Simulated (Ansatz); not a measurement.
Born–Oppenheimer molecular dynamics of Cl₅FW (7 atoms, charge 0, multiplicity 1). It starts from a relaxed structure.

Computed with RKS PBE/def2-SVP in Ansatz.

| Property | Result |
| --- | --- |
| ensemble | NVE (velocity Verlet) |
| time step | 2 fs |
| steps asked | 500 |
| starting velocities drawn for | 1500 K |
| seed | 636677 |

First frame:

```xyz
7
Properties=species:S:1:pos:R:3
W 0.000 0.000 -0.052
F 0.000 0.000 1.832
Cl 2.318 0.000 0.009
Cl 0.000 2.318 0.009
Cl -2.318 0.000 0.009
Cl 0.000 -2.318 0.009
Cl 0.000 0.000 -2.357
```

Task: How far do the bonds stretch over the last three quarters of this one trajectory? (Pairs bonded in most of those frames.)

Result: 
```json
{"bond": "W1–F2", "mean (Å)": "1.890", "spread (Å)": "0.051", "shortest": "1.79", "longest": "2.00"}
{"bond": "W1–Cl3", "mean (Å)": "2.339", "spread (Å)": "0.078", "shortest": "2.21", "longest": "2.47"}
{"bond": "W1–Cl4", "mean (Å)": "2.342", "spread (Å)": "0.100", "shortest": "2.15", "longest": "2.55"}
{"bond": "W1–Cl5", "mean (Å)": "2.338", "spread (Å)": "0.078", "shortest": "2.18", "longest": "2.49"}
{"bond": "W1–Cl6", "mean (Å)": "2.346", "spread (Å)": "0.102", "shortest": "2.15", "longest": "2.54"}
{"bond": "W1–Cl7", "mean (Å)": "2.311", "spread (Å)": "0.035", "shortest": "2.24", "longest": "2.38"}
```

Mean temperature of the second half: 740 K. The conserved energy stayed within 0.63 meV per atom of its start (net change 0.39 meV per atom), so the integration is sound. Over the second half the temperature averaged 0.49 of the 1500 K drawn at the start: a run that starts near a minimum puts about half its kinetic energy into the potential. A run of 1 ps of so small a system gives no equilibrium averages.

Time of the run: 17 min on 4 threads of Arm Neoverse V2, on a shared host, peak memory 0.23 GiB.
